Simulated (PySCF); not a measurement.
PySCF input for C2H6N2Si, SMILES C#C[SiH](N)N, HF/pcSseg-1. Geometry: PBE-D3(BJ)/def2-SVP. The structure was generated by enumeration, and PubChem lists no compound with its InChIKey, so it may never have been made. One conformer was computed; it need not be the lowest.

```python
import numpy as np
from pyscf import gto, scf, dft
from pyscf.prop.nmr import rhf as nmr

mol = gto.M(
    atom='''
    C     2.60008241   -0.30409791    0.08814797
    C     1.38572305   -0.13131278    0.17965976
    Si   -0.45197731    0.06541504    0.34375018
    N    -1.43479879   -1.23658791   -0.24770312
    N    -0.81107835    1.46183486   -0.62086781
    H     3.66854073   -0.45625085    0.00627766
    H    -0.74476995    0.10067330    1.82212497
    H    -1.33334301   -1.52428304   -1.22475830
    H    -1.58442147   -2.04777824    0.35698780
    H    -0.11181954    2.20461232   -0.68726034
    H    -1.76019722    1.84295123   -0.61272415
    ''',
    basis='pcSseg-1',
    charge=0,
    spin=0,
    max_memory=1600,
    verbose=3,
)
mf = scf.RHF(mol)
mf.conv_tol = 1e-10
mf.max_cycle = 100
mf.kernel()
n = nmr.NMR(mf)
n.verbose = 2
n.max_cycle_cphf = 60
sigma = n.kernel()
print('atom   isotropic/ppm   span/ppm')
for i, s in enumerate(sigma):
    w = np.linalg.eigvalsh((s + s.T) / 2)
    print(f'{mol.atom_symbol(i):2s}{i + 1:3d} {w.mean():14.3f} {w[2] - w[0]:11.3f}')
```

Output:

```
converged SCF energy = -477.022598970141
atom   isotropic/ppm   span/ppm
C   1         85.606     243.645
C   2         98.537     303.079
Si  3        442.660      87.612
N   4        243.576      51.080
N   5        247.687      59.784
H   6         28.855      14.929
H   7         27.261       8.126
H   8         30.544      17.688
H   9         30.706      18.369
H  10         30.748      18.606
H  11         30.749      19.588
```

The run converged.
